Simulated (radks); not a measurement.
P2+, configuration [Ne] 3s2 3p1. Calculated with a radial shooting solver on a logarithmic mesh with Libxc functionals: scalar-relativistic Kohn-Sham, TASK exchange with Perdew-Wang LDA correlation, spin-unpolarised, spherical densities, finite nucleus; meta-GGA in the generalised Kohn-Sham scheme; Fermi nuclear charge, rms radius 3.1889 fm.

Normalised radial functions P(r) = r R(r), r in bohr:

| r | 1s | 2p | 3p |
|---|---|---|---|
| 0.006289 | 0.6551 | 0.0042 | 0.0013 |
| 0.008059 | 0.8162 | 0.0068 | 0.0020 |
| 0.01041 | 1.0163 | 0.0111 | 0.0033 |
| 0.01334 | 1.2447 | 0.0177 | 0.0053 |
| 0.01723 | 1.5146 | 0.0286 | 0.0085 |
| 0.02208 | 1.8027 | 0.0451 | 0.0135 |
| 0.02852 | 2.1122 | 0.0716 | 0.0214 |
| 0.03655 | 2.3986 | 0.1106 | 0.0330 |
| 0.04722 | 2.6415 | 0.1706 | 0.0509 |
| 0.06099 | 2.7802 | 0.2579 | 0.0768 |
| 0.07816 | 2.7648 | 0.3754 | 0.1115 |
| 0.101 | 2.5567 | 0.5352 | 0.1582 |
| 0.1294 | 2.1685 | 0.7246 | 0.2125 |
| 0.1671 | 1.6280 | 0.9449 | 0.2728 |
| 0.2142 | 1.0693 | 1.1560 | 0.3247 |
| 0.2766 | 0.5767 | 1.3244 | 0.3520 |
| 0.3545 | 0.2524 | 1.3879 | 0.3298 |
| 0.4579 | 0.0794 | 1.3107 | 0.2343 |
| 0.5868 | 0.0180 | 1.0975 | 0.0642 |
| 0.758 | 0.0024 | 0.7835 | -0.1708 |
| 0.9714 | 0.0002 | 0.4709 | -0.4217 |
| 1.255 | 0.0000 | 0.2235 | -0.6591 |
| 1.608 | 0.0000 | 0.0881 | -0.7707 |
| 2.077 | 0.0000 | 0.0237 | -0.7181 |
| 2.662 | 0.0000 | 0.0045 | -0.5234 |
| 3.438 | 0.0000 | 0.0005 | -0.2791 |
| 4.406 | 0.0000 | 0.0000 | -0.1119 |
| 5.692 | 0.0000 | 0.0000 | -0.0297 |
| 7.294 | 0.0000 | 0.0000 | -0.0050 |
| 9.421 | 0.0000 | 0.0000 | -0.0004 |

1s: eigenvalue -2122.8 eV, 0 radial nodes, <r> = 0.104 bohr, 90 % of the charge inside 0.186 bohr. 2p: eigenvalue -152.31 eV, 0 radial nodes, <r> = 0.482 bohr, 90 % of the charge inside 0.804 bohr. 3p: eigenvalue -24.199 eV, 1 radial node at r = 0.632 bohr, <r> = 1.97 bohr, 90 % of the charge inside 2.96 bohr.

Empty levels of this run are not shown, since the potential may be unsettled where no density lies.
